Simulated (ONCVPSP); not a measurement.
**Configuration tests for barium (Ba) (ONCV)**

* Element: barium (Ba)
* Generator: ONCVPSP 4.0.1
* Type: optimised norm-conserving Vanderbilt (ONCV)
* Functional: LDA (Perdew-Zunger)
* Relativity: scalar-relativistic
* Frozen core: [Kr] 4d10
* Valence charge: 10
* Reference configuration: 5s2 5p6 6s1.5 (charge +0.5)
* Partial waves: 5s+6s: rc 2.25 bohr, ncon 4, nbas 7, qcut 5.7 1/bohr, 2 projectors; 5p: rc 2.65 bohr, ncon 4, nbas 7, qcut 4.7 1/bohr, 1 projector; d scattering state at 0.03 Ha: rc 2.35 bohr, ncon 4, nbas 7, qcut 3.7 1/bohr, 2 projectors, debl 1.7 Ha
* Local potential: polynomial inside 2.00 bohr (lpopt 3, dvloc0 0 Ha)
* Core correction: Teter function, fcfact 2.25, rcfact 1.65

In the d channel the program set the typed energies aside and used 0.050, 1.750 Ha.

Energies are relative to the spin-unpolarised reference configuration 5s2 5p6 6s1.5; without spin polarisation the order of configurations can differ from experiment.

(1) Give the all-electron excitation energy and the error of the potential for: 5s2 5p6 6s2; 5s2 5p6 6s1; 5s2 5p6 6s0; 5s2 5p6 6s1 6p1.

Results:

(1)

```json
{"valence configuration": "5s2 5p6 6s2", "charge": "0", "ΔE all-electron (eV)": "-2.211", "error AE − PS (meV)": "+0.2"}
{"valence configuration": "5s2 5p6 6s1", "charge": "+1", "ΔE all-electron (eV)": "3.332", "error AE − PS (meV)": "-0.3"}
{"valence configuration": "5s2 5p6 6s0", "charge": "+2", "ΔE all-electron (eV)": "13.502", "error AE − PS (meV)": "-1.6"}
{"valence configuration": "5s2 5p6 6s1 6p1", "charge": "0", "ΔE all-electron (eV)": "-0.088", "error AE − PS (meV)": "+33"}
```
